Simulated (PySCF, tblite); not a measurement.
Isomers of C4H6F3PSi, one GFN2-xTB conformer each. Single-point energies are computed at PBE0/pcSseg-1 (PySCF, gas phase, no added dispersion term), electronic only.

| SMILES | GFN2-xTB relative energy (kcal/mol) |
| --- | --- |
| C[Si@@H](P)C#CC(F)(F)F | 6.9 |
| FC(F)(F)CP=C=C[SiH3] | 0.0 |

Conformers: `[CH3:1][Si@@H:2]([PH2:3])[C:4]#[C:5][C:6]([F:7])([F:8])[F:9]` with C1–Si2–P3–H 166° and 73°; `[F:1][C:2]([F:3])([F:4])[CH2:5][P:6]=[C:7]=[CH:8][SiH3:9]` with C2–C5–P6–C7 71°.

What does PBE0/pcSseg-1 give for the same structures?

```csv
SMILES,PBE0/pcSseg-1 E (Eh),PBE0/pcSseg-1 (kcal/mol),GFN2-xTB (kcal/mol),point group
C[Si@@H](P)C#CC(F)(F)F,-1085.58707,0.0,6.9,C1
FC(F)(F)CP=C=C[SiH3],-1085.57272,9.0,0.0,C1
```

GFN2-xTB puts FC(F)(F)CP=C=C[SiH3] lowest instead. As drawn, the lower has a C≡C bond, which the higher lacks; the higher has cumulated double bonds and a C=C bond outside aromatic rings, which the lower lacks.

Which frontier levels, dipoles and rotational constants go with these structures?

```
                SMILES  HOMO (eV, PBE0/pcSseg-1)  LUMO (eV)  dipole (D)       A, B, C (MHz)
C[Si@@H](P)C#CC(F)(F)F                     -7.80      -0.98        2.52  2026, 436.3, 396.2
  FC(F)(F)CP=C=C[SiH3]                     -7.29      -1.62        2.46  2175, 552.0, 497.0
```

What happens when harmonic zero-point energies from GFN2-xTB frequencies are added?

```json
{"SMILES": "C[Si@@H](P)C#CC(F)(F)F", "ZPE (kcal/mol)": "53.4", "electronic (kcal/mol)": "0.0", "with ZPE (kcal/mol)": "0.0"}
{"SMILES": "FC(F)(F)CP=C=C[SiH3]", "ZPE (kcal/mol)": "53.3", "electronic (kcal/mol)": "9.0", "with ZPE (kcal/mol)": "8.9"}
```

The zero-point energies span 0.1 kcal/mol. The order is unchanged.
